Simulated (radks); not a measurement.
Species: C. Configuration: [He] 2s2 2p2 (the NIST ground configuration).

Calculated with a radial shooting solver on a logarithmic mesh with Libxc functionals: non-relativistic Kohn-Sham, SCAN, spin-polarised, spherical densities, point nucleus; open shells are filled with parallel spins first; meta-GGA in the generalised Kohn-Sham scheme.

Energy parts (Ry):
part                      energy
total                  -75.64367
kinetic                 75.39540
electron-nucleus      -176.29172
Hartree                 35.59739
exchange-correlation   -10.34474

Orbitals (lengths in bohr, moments of r in powers of bohr; <r^-3> diverges for s and p1/2; r(max) is where P^2 peaks):
orbital  occ.  eigenvalue (Ry)  r(max)  <r^-3>
1s up       1        -20.35898  0.1742       -
1s down     1        -20.28532  0.1740       -
2s up       1         -1.15850   1.204       -
2s down     1         -0.87645   1.239       -
2p up       2         -0.46958   1.196   1.768

The highest occupied level is 2p up at -6.389 eV. Spin moment in Bohr magnetons: 2. The density falls to 0.001 e/bohr^3 at r = 3.63 bohr. Summed over all electrons, <r^2> = 13.98 bohr^2, which gives a Langevin (diamagnetic) susceptibility term of -11.1 x 10^-6 cm^3/mol. For comparison, the ionisation energy in NIST's Atomic Spectra Database is 11.260 eV (measured). In exact Kohn-Sham theory the highest level is minus the ionisation energy, but local and semilocal functionals leave it too shallow, through self-interaction and a potential that decays too fast; potentials with the right tail come closer. The electron density at the nucleus is 127.9 e/bohr^3.

Empty levels of this run are not shown, since the potential may be unsettled where no density lies.
